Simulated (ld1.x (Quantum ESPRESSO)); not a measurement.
## Logarithmic derivatives: scandium (Sc), ultrasoft

scandium, ultrasoft, made with ld1.x (Quantum ESPRESSO) 7.5 (LDA (PZ), scalar-relativistic). Core [Ar], reference 3d1 4s0 4p0 (charge +2). Waves: 4s (bound, empty): rcut 2.65, rcutus 3.20 bohr; 4s channel at -0.2 Ry: rcut 2.65, rcutus 3.20 bohr; 4p (bound, empty): rcut 2.65, rcutus 3.60 bohr; 4p channel at 1.7 Ry: rcut 2.65, rcutus 3.60 bohr; 3d (bound): rcut 2.25, rcutus 2.75 bohr; 3d channel at 1.65 Ry: rcut 2.25, rcutus 2.75 bohr. Local part: all-electron potential smoothed inside 2.30 bohr (lloc = -1). Core correction: none. Augmentation charge: built from norm-conserving waves at rcut, not smoothed further.

The phase is arctan(r·u′/u) with u = r·R(r), unwrapped; energies in Ry, scanned from -3 to 5 Ry. A pole is an energy at which the radial function vanishes at the test radius. The pseudo phase is shifted by a multiple of π to meet the all-electron one at the reference energy, and phase errors are pseudo minus all-electron; the curves can meet again beyond the range given. Levels narrower than the energy grid can be missing from the lists of poles.

| channel | radius (bohr) | reference energy (Ry) | poles, all-electron | poles, pseudo | unbroken range about the reference energy with phases within 0.05 rad | phase error 1 Ry above the reference energy (rad) |
| --- | --- | --- | --- | --- | --- | --- |
| s | 3.90 | -1.16 | -0.72, 2.78 | -0.81, 0.51, 2.87 | not even at the reference energy | -0.022 |
| p | 3.90 | -0.85 | -0.18, 3.36 | -0.22, 1.70, 4.40 | not even at the reference energy | +0.014 |
| d | 3.90 | -1.33 | -1.29, 0.80, 4.22 | -1.36, 1.69 | not even at the reference energy | +0.225 |

A Bessel basis up to 400 Ry misses an occupied level by 0.86 Ry, so cutoffs and ghosts were not judged. The potential misses its own reference levels by up to 1.0 eV, so it is not fit for use.

Phases in the s channel:

```tsv
E (Ry)	all-electron	pseudo
-3.00	1.374	1.363
-2.52	1.335	1.317
-2.04	1.255	1.210
-1.56	0.932	0.588
-1.08	-1.268	-1.404
-0.60	-1.618	-1.643
-0.12	-1.757	-1.780
0.36	-1.976	-2.074
0.84	-3.155	-6.549
1.32	-4.371	-7.544
1.80	-4.577	-7.722
2.28	-4.660	-7.798
2.76	-4.711	-7.845
3.24	-4.753	-7.884
3.72	-4.799	-7.924
4.20	-4.867	-7.979
4.68	-5.024	-8.095
```
